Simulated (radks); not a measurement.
Species: Al2+. Configuration: [Ne] 3s1 (the NIST ground configuration). Calculated with a radial shooting solver on a logarithmic mesh with Libxc functionals: Dirac Kohn-Sham, PBE, spin-unpolarised, spherical densities, point nucleus.

Unscreened Slater integrals over Kohn-Sham orbitals (eV). Large and small components are both included.

F0(3s1/2,3s1/2): 11.120
F0(3s1/2,2p3/2): 14.718
G1(3s1/2,2p3/2): 1.0782
F0(3s1/2,2p1/2): 14.723
G1(3s1/2,2p1/2): 1.0766
F0(3s1/2,2s1/2): 14.653
G0(3s1/2,2s1/2): 0.84988
F0(2p3/2,2p3/2): 41.722
F2(2p3/2,2p3/2): 19.015
F0(2p3/2,2p1/2): 41.800
G2(2p3/2,2p1/2): 19.028
F0(2p3/2,2s1/2): 40.378
G1(2p3/2,2s1/2): 24.187
F0(2p1/2,2p1/2): 41.878
F0(2p1/2,2s1/2): 40.445
G1(2p1/2,2s1/2): 24.194
F0(2s1/2,2s1/2): 39.557
